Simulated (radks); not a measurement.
The carbon anion C4-, [Ne], held by a Watson sphere: a shell of charge +4 at radius R that stands for the Madelung well of a crystal (potential energy -4/R inside, -4/r outside, in hartree with lengths in bohr). Method: non-relativistic Kohn-Sham, LB94 model potential, spin-unpolarised, spherical densities, point nucleus; computed with a radial shooting solver on a logarithmic mesh with Libxc functionals. Response by self-consistent Sternheimer equations with the Hartree and adiabatic LDA kernel. The sphere does not respond.

[
 {"R (bohr)": "1.98", "e(1s) (eV)": "-285.61", "e(2s) (eV)": "-19.983", "e(2p) (eV)": "-11.956", "<r> 2p (bohr)": "1.966", "sum of <r^2> (bohr^2)": "36.12", "X-ray form factor at sin(theta)/lambda = 0.2 1/angstrom": "4.410", "alpha (bohr^3)": "24.07"},
 {"R (bohr)": "2.23", "e(1s) (eV)": "-286.01", "e(2s) (eV)": "-18.514", "e(2p) (eV)": "-10.893", "<r> 2p (bohr)": "2.105", "sum of <r^2> (bohr^2)": "41.12", "X-ray form factor at sin(theta)/lambda = 0.2 1/angstrom": "4.131", "alpha (bohr^3)": "32.13"},
 {"R (bohr)": "2.54", "e(1s) (eV)": "-286.32", "e(2s) (eV)": "-16.970", "e(2p) (eV)": "-9.741", "<r> 2p (bohr)": "2.274", "sum of <r^2> (bohr^2)": "47.61", "X-ray form factor at sin(theta)/lambda = 0.2 1/angstrom": "3.876", "alpha (bohr^3)": "45.30"},
 {"R (bohr)": "2.56", "e(1s) (eV)": "-286.33", "e(2s) (eV)": "-16.880", "e(2p) (eV)": "-9.672", "<r> 2p (bohr)": "2.285", "sum of <r^2> (bohr^2)": "48.04", "X-ray form factor at sin(theta)/lambda = 0.2 1/angstrom": "3.863", "alpha (bohr^3)": "46.29"},
 {"R (bohr)": "2.74", "e(1s) (eV)": "-286.40", "e(2s) (eV)": "-16.122", "e(2p) (eV)": "-9.084", "<r> 2p (bohr)": "2.383", "sum of <r^2> (bohr^2)": "51.99", "X-ray form factor at sin(theta)/lambda = 0.2 1/angstrom": "3.759", "alpha (bohr^3)": "56.15"},
 {"R (bohr)": "2.99", "e(1s) (eV)": "-286.42", "e(2s) (eV)": "-15.208", "e(2p) (eV)": "-8.348", "<r> 2p (bohr)": "2.519", "sum of <r^2> (bohr^2)": "57.71", "X-ray form factor at sin(theta)/lambda = 0.2 1/angstrom": "3.657", "alpha (bohr^3)": "72.94"},
 {"R (bohr)": "3", "e(1s) (eV)": "-286.42", "e(2s) (eV)": "-15.175", "e(2p) (eV)": "-8.320", "<r> 2p (bohr)": "2.524", "sum of <r^2> (bohr^2)": "57.94", "X-ray form factor at sin(theta)/lambda = 0.2 1/angstrom": "3.654", "alpha (bohr^3)": "73.69"},
 {"R (bohr)": "3.14", "e(1s) (eV)": "-286.40", "e(2s) (eV)": "-14.730", "e(2p) (eV)": "-7.948", "<r> 2p (bohr)": "2.600", "sum of <r^2> (bohr^2)": "61.28", "X-ray form factor at sin(theta)/lambda = 0.2 1/angstrom": "3.616", "alpha (bohr^3)": "85.03"},
 {"R (bohr)": "3.77", "e(1s) (eV)": "-286.13", "e(2s) (eV)": "-13.190", "e(2p) (eV)": "-6.565", "<r> 2p (bohr)": "2.946", "sum of <r^2> (bohr^2)": "77.66", "X-ray form factor at sin(theta)/lambda = 0.2 1/angstrom": "3.552", "alpha (bohr^3)": "156.7"}
]
